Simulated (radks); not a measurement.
Values are calculated unless marked as measured or tabulated.
Task: Ionisation of the rubidium ion Rb16+, [Ar] 3d3, to Rb17+, [Ar] 3d2, under several functionals. Dirac Kohn-Sham, spin-unpolarised, spherical densities, point nucleus; open shells fill j = l - 1/2 first; a radial shooting solver on a logarithmic mesh with Libxc functionals. Known Delta-SCF values: SOGGA 599.56 eV. What does LDA (Slater exchange, Perdew-Zunger correlation) give, and what is its highest occupied eigenvalue?

Result: 600.18 eV by Delta-SCF; the 3d3/2 eigenvalue is -574.42 eV. NIST: 601 eV (theoretical).

Beside tabulated values, note that spin-unpolarised runs miss the spin-polarisation part of the exchange energy of open shells.
